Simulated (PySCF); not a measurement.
C₆ coefficients of unlike pairs at PBE0

Calculated with PySCF 2.14 from the dipole response of each species, C₆(A,B) = (3/π) ∫ α_A(iu) α_B(iu) du, in atomic units, from isotropic polarisabilities. For ions this is the dispersion term alone; charge-induced terms of lower order in 1/R come first.

| species | configuration | basis | relativity | α (bohr³) | C₆ (like pair) |
| --- | --- | --- | --- | --- | --- |
| C⁺ | [He] 2s2 2p1 (2P) | aug-cc-pVQZ-DK (6s5p4d3f2g) | spin-free X2C | 6.071 | 14.54 |
| Ne³⁺ | [He] 2s2 2p3 (4S) | aug-cc-pwCVDZ (5s4p2d) | none | 0.6919 | 0.6075 |
| Mn | [Ar] 3d5 4s2 (6S) | aug-cc-pVDZ (7s6p4d2f) | none | 80.14 | 778.1 |

Q: Estimate C₆ for Mn with C⁺.

A: The integral gives 93.33. The combination rule 2 C_A C_B / (C_A α_B/α_A + C_B α_A/α_B) gives 90.19 and the geometric mean 106.4.

No spin-orbit coupling is included.

The other pairs:

```tsv
pair	C₆
Mn, Ne³⁺	13.53
Ne³⁺, C⁺	2.545
```
